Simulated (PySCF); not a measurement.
C2H8FNSi2, SMILES C=C[Si@H](N)[SiH2]F.

Coordinates come from a B3LYP-D3(BJ)/def2-SVP optimisation. The structure was generated by enumeration; whether it is a known compound was not checked. Other conformers were not sampled.

Computed with CAM-B3LYP/def2-TZVP run with PySCF.

Isolated molecule, no solvent.

```
Property                                                                                                        Result
---------------------------------------------------------------------------------------------  -----------------------
total energy                                                                                        -814.70682 hartree
highest occupied level                                                                                        -8.63 eV
lowest empty level                                                                                             0.37 eV
orbital gap                                                                                                    9.00 eV
dipole moment                                                                                                   2.14 D
quadrupole, principal values (traceless, Buckingham form, about the centre of nuclear charge)    -9.81, 2.65, 7.17 D·Å
mean static polarisability                                                                       84.2 bohr³ (12.47 Å³)
polarisability, principal values                                                               72.3, 77.9, 102.2 bohr³
```
